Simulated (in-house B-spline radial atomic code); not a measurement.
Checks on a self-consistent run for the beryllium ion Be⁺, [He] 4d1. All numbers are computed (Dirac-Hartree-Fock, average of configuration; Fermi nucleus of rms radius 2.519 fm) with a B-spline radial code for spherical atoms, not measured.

| orbital | q | ε (Eh) | <1/r> | <r²> | small-component weight |
| --- | --- | --- | --- | --- | --- |
| 1s1/2 | 2 | -5.54306 | 3.68886 | 0.231741 | 0.00018124 |
| 4d3/2 | 0.4 | -0.12504 | 0.12512 | 125.887 | 3.3344e-06 |
| 4d5/2 | 0.6 | -0.12504 | 0.125117 | 125.889 | 3.3344e-06 |

Electron-electron repulsion V_ee = 2.5279 hartree.

What total energy follows from the eigenvalues?

The eigenvalues count the repulsion twice, so E = Σqε - V_ee = -11.211 - 2.528 = -13.739 hartree; the run printed -13.739.

Does the Dirac virial theorem hold?

For a point nucleus E = -2c²Σq·w, with w the small-component weight. Here Σq·w = 0.00036581 and c = 137.0360, so the ratio E/(-2c²Σq·w) is 1.000000.

What diamagnetic shielding (Lamb formula) and susceptibility (Langevin formula) do the radii give?

σ = (α²/3)Σq<1/r> = 7.50284/(3·137.036²) = 133.18 ppm, and χ = -0.79199×10⁻⁶·Σq<r²> = -100.1×10⁻⁶ cm³/mol with Σq<r²> = 126.35 bohr². Both are non-relativistic formulas without the paramagnetism of open shells.
